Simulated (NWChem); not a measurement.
Species: CdBr2; SMILES [Br][Cd][Br]

This build's default masses of Se (78.918 u) and Br (79.917 u) are each other's, which moves their modes by up to 0.6 %. def2 effective core potentials on Cd; no spin-orbit coupling.

Task: Give the equilibrium geometry at PBE0/def2-SVP with def2 effective core potentials on Cd (NWChem) as a list of bonds and angles, with the point group.

Result: point group D*h; any orientation.
Bond lengths (Å): Cd1–Br2 2.406, Cd1–Br3 2.406. Bond angles (°): Br2–Cd1–Br3 180.0.
